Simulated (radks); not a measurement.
Results of a calculation; reference values are marked as such.
Spherical jellium clusters: N electrons in a uniform positive sphere of charge N and radius rs N^(1/3), rs = 4.08 bohr. Level of theory: non-relativistic Kohn-Sham, PBE, spin-polarised, spherical densities (a radial shooting solver with Libxc functionals). Levels are named by radial order and angular momentum (1s, 1p, 1d, 2s, ...), and open shells are averaged over m.

N = 8, configuration 1s2 1p6. This is the lowest configuration that the search found. Occupied and some empty levels:

| level | occupation | eigenvalue (eV) | <r> (bohr) |
|---|---|---|---|
| 1s | 2 | -4.3366 | 5.483 |
| 1p | 6 | -3.1640 | 6.622 |
| 1d | 0 | -1.7490 | 7.717 |
| 2s | 0 | -1.2775 | 7.829 |

Energy (eV): total -14.8538, kinetic 12.723, external -251.12, Hartree 123.55, exchange-correlation -28.066, background 128.05.
